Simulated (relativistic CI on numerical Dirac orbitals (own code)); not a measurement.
**Sc²⁺ in a cubic cluster: 3p photoemission with charge transfer**

Computed with a charge-transfer multiplet model of a cubic metal-ligand cluster with up to 2 ligand holes, Slater and spin-orbit integrals from Dirac-Coulomb-Breit ions, Slater integrals scaled by 0.8. The ground state mixes d1 with configurations of k ligand holes L, whose averages lie at kΔ + k(k − 1)U_dd/2; a core hole lowers each added d electron by U_cd. 300 K, Lorentzian 0.9 eV and Gaussian 0.8 eV FWHM.

Atomic integrals in eV (Slater integrals scaled, ζ unscaled), ground: F2dd 4.710, F4dd 2.885, zeta_d 0.008; with the core hole: F2dd 4.710, F4dd 2.885, zeta_d 0.012, zeta_core 0.340, F2cd 7.734, G1cd 9.660, G3cd 5.869. Where a configuration has fewer than two d electrons, the dd integrals are those of d2.

Cluster parameters (eV): Δ = 5.9, U_dd = 5.2, U_cd = 6.2, 10Dq = 0.2, 10Dq(ligand) = 1.2, final-state hopping factor = 0.8.

```csv
Case,n_d,d1,d2L,d3L2,S
"V(eg) = 1.65 eV, V(t2g) = -0.83 eV",1.29,0.73,0.26,0.02,0.50
"V(eg) = 1.95 eV, V(t2g) = -0.98 eV",1.36,0.67,0.30,0.03,0.50
"V(eg) = 2.25 eV, V(t2g) = -1.13 eV",1.41,0.62,0.34,0.04,0.50
```

Weights, n_d and S are thermal averages at 300 K. Binding energies count from the first peak over 30 % of the highest in each spectrum, which can be another peak from case to case. The parameters are a model scan and need not match a compound or its usual spin state. Peaks in eV (height, largest 100):
- V(eg) = 1.65 eV, V(t2g) = -0.83 eV: 0.0 (95), 1.8 (100), 5.9 (53), 8.5 (42), 14.0 (7)
- V(eg) = 1.95 eV, V(t2g) = -0.98 eV: 0.0 (99), 1.8 (100), 6.5 (37), 9.2 (34), 14.2 (6)
- V(eg) = 2.25 eV, V(t2g) = -1.13 eV: 0.0 (100), 1.9 (97), 7.9 (27), 10.0 (29), 14.5 (5)

For the case V(eg) = 2.25 eV, V(t2g) = -1.13 eV, Δ = 5.9 eV is larger than U_dd = 5.2 eV, the Mott-Hubbard side of the Zaanen-Sawatzky-Allen scheme. With the core hole the average of the configuration with one ligand hole lies at Δ − U_cd = -0.3 eV before mixing: the effective hopping of about 4.0 eV (from the holes of the mixed ground state) is comparable with this gap or larger, so the configurations mix strongly.
